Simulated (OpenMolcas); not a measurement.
neutral carbon: effect of the level shift or regulariser

```
Program             : OpenMolcas 26.06
Basis               : ANO-RCC-VTZP [4s3p2d1f]
Scalar Hamiltonian  : DKH2, point nucleus
Active space        : 2 electrons in 3 orbitals (2p)
State averaging     : 2S+1 = 3 even, 3 roots; 2S+1 = 1 even, 6 roots
Spin-orbit coupling : state interaction with AMFI integrals over the reference wave functions, term energies averaged over their components
```

Methods on the same reference wave functions:
A. CASSCF
B. SS-CASPT2, IPEA 0.25 Eh, imaginary shift 0.1 Eh (closed shells correlated: 1s 2s)
C. SS-CASPT2, IPEA 0.25 Eh, real shift 0.2 Eh (closed shells correlated: 1s 2s)
D. SS-CASPT2, IPEA 0.25 Eh, sigma2 regulariser 0.3 Eh (closed shells correlated: 1s 2s)

Energies in cm⁻¹ above 2s² 2p² ³P₀, the measured ground level; measured values from NIST Handbook of Basic Atomic Spectroscopic Data.

| Level | A | B | C | D | Measured |
| --- | --- | --- | --- | --- | --- |
| 2s² 2p² ³P₀ | 0.0 | 0.0 | 0.0 | 0.0 | 0.0 |
| 2s² 2p² ³P₁ | 15.8 | 15.8 | 15.8 | 15.8 | 16.4 |
| 2s² 2p² ³P₂ | 47.2 | 47.2 | 47.2 | 47.2 | 43.4 |
| 2s² 2p² ¹D₂ | 12660 | 10270 | 10290 | 10270 | 10193 |
| 2s² 2p² ¹S₀ | 31107 | 23400 | 23530 | 23400 | 21648 |

Deviations, from unrounded energies. A percentage is the sum of absolute deviations over the sum of measured energies, with the sign that they share, or ± where signs differ.

```tsv
Against measurement	Levels	A	B	C	D
mean absolute deviation (cm-1)	4	3000	460	500	460
fine structure of the ground term (%)	2	±7.4	±7.4	±7.4	±7.4
other terms of the ground configuration (%)	2	+37.5	+5.7	+6.2	+5.7
```

B, D lie about equally close to measurement and A furthest from it. The largest miss of D in the table is 2s² 2p² ¹S₀, by +1700 cm-1. The ranking rests on the paired levels alone, and a cruder setting can come out closer through cancelling errors.

Among B to D the level of the table that moves most is 2s² 2p² ¹S₀, by 130 cm-1 (lowest in D, highest in C). Moves below CASPT2's spread within the term are not significant.

The mean deviations of B to D differ by less than CASPT2's widest spread within a term (82 cm-1), so their order carries little weight.

From A to B the spin-free energies of the other terms of 2s² 2p² shown, above ³P, scale by factors of 0.75 to 0.81.

The lowest spin-free term lies below A's lowest term by 0.081 hartree in B, 0.081 hartree in C, 0.081 hartree in D.

CASPT2 breaks the degeneracy within a term, and the mean is taken; among the terms shown or strongly mixed into the levels shown the widest spread is 82 cm-1 (2s² 2p² ¹D, B). With the s shell closed, the reference lacks s² → p² mixing. Without dynamic correlation excited terms often stand tens of per cent too high (terms of higher spin than the ground term too low), and those without a measured partner can miss by more than the paired ones (holds for A). Computed and measured levels are paired by configuration, term and J; levels that our copy of the source lacks, or whose pairing is in doubt (as where it misses far off the trend of its configuration), stay unpaired and out of the deviations. Only configurations of the active space appear.
